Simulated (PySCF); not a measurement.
H₂O₄P, SMILES OP(O)(=O)[O] (connectivity only; charge and spin as stated), charge -1, multiplicity 1. Atoms are numbered in the order given.

```xyz
7

O      1.0022     0.8953    -0.8528
P      0.0000     0.0000    -0.1702
O     -1.0022    -0.8953    -0.8528
O      0.8410    -0.9789     0.8948
O     -0.8410     0.9789     0.8948
H      0.3300    -1.7928     0.9403
H     -0.3300     1.7928     0.9403
```
Charge -1, spin multiplicity 1.

Geometry optimised at PBE0-D3(BJ)/def2-SVPD. The spin state was assumed, not searched. The isomer is the one that the SMILES or the coordinates give; other isomers of the formula were not compared. One conformer was computed; it need not be the lowest.

The numbers are results of HF/pcSseg-1 in PySCF, not measurements.

GIAO shieldings, no solvent; atoms alike by connectivity are averaged. δ = σ(ref) − σ: ¹⁷O against H2O (σ = 333.0 ppm); ³¹P against PH3 (σ = 598.4 ppm); ¹H against TMS (σ = 31.99 ppm), references at their B3LYP-D3(BJ)/def2-TZVP geometries, non-relativistic.

```tsv
nucleus	atoms	count	δ (ppm)
¹⁷O	O1, O3	2	113.5
¹⁷O	O4, O5	2	96.9
³¹P	P2	1	247.5
¹H	H6, H7	2	1.94
```
